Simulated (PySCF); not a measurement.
Computed shifts of a molecule CH8FNSi2, PySCF with PBE/pcSseg-1, GIAO, gas phase, atoms alike by connectivity averaged where their shifts nearly agree, in ppm (number of nuclei): ¹³C: -1.2 (1). ²⁹Si: -0.9 (1), -60.4 (1). ¹⁹F: -168.4 (1). ¹⁵N: 41.1 (1). ¹H: 5.38 (1), 5.11 (3), 0.94 (1), 0.60 (3). References: ¹³C against TMS (σ = 182.0 ppm); ²⁹Si against TMS (σ = 335.4 ppm); ¹⁹F against CFCl3 (σ = 133.6 ppm); ¹⁵N against NH3 (σ = 267.0 ppm); ¹H against TMS (σ = 31.49 ppm), references at their B3LYP-D3(BJ)/def2-TZVP geometries, non-relativistic. The structure is a stationary point at PBE0-D3(BJ)/def2-SVP. Other conformers were not sampled.

Problem. Pick the molecule that these values belong to.
A) N[SiH2]C[SiH2]F
B) C[Si@@H](F)N[SiH3]
C) C[SiH2]N[SiH2]F
D) CN([SiH3])[SiH2]F

Solution. B, C[Si@@H](F)N[SiH3]
